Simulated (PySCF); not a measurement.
C2H2BF3. Atoms are numbered in the order given.

```xyz
8

F      0.6205    -1.9885     0.0000
C     -0.6439    -1.5648     0.0000
C     -0.9912    -0.2622     0.0000
B     -0.0043     0.9302     0.0000
F      1.3197     0.7816     0.0000
F     -0.4667     2.1838     0.0000
H     -1.3543    -2.4118     0.0000
H     -2.0755    -0.0688     0.0000
```
Charge 0, spin multiplicity 1.

The structure is a stationary point at PBE-D3(BJ)/def2-SVP. The structure was generated by enumeration; whether it is a known compound was not checked. One conformer was computed; it need not be the lowest.

The numbers are results of r2SCAN/def2-TZVP in PySCF, not measurements.

Symmetry labels are those of the subgroup Cs that the program uses (full group Cs).

Computed valence orbital energies around the gap with their symmetry:
```json
[
 {"orbital": "HOMO−7", "symmetry": "A\"", "energy (eV)": "-12.37"},
 {"orbital": "HOMO−6", "symmetry": "A\"", "energy (eV)": "-12.04"},
 {"orbital": "HOMO−5", "symmetry": "A'", "energy (eV)": "-11.61"},
 {"orbital": "HOMO−4", "symmetry": "A\"", "energy (eV)": "-10.73"},
 {"orbital": "HOMO−3", "symmetry": "A'", "energy (eV)": "-10.21"},
 {"orbital": "HOMO−2", "symmetry": "A'", "energy (eV)": "-10.08"},
 {"orbital": "HOMO−1", "symmetry": "A'", "energy (eV)": "-9.16"},
 {"orbital": "HOMO", "symmetry": "A\"", "energy (eV)": "-7.44"},
 {"orbital": "LUMO", "symmetry": "A\"", "energy (eV)": "-2.35"},
 {"orbital": "LUMO+1", "symmetry": "A'", "energy (eV)": "1.07"},
 {"orbital": "LUMO+2", "symmetry": "A'", "energy (eV)": "1.58"},
 {"orbital": "LUMO+3", "symmetry": "A\"", "energy (eV)": "1.64"}
]
```
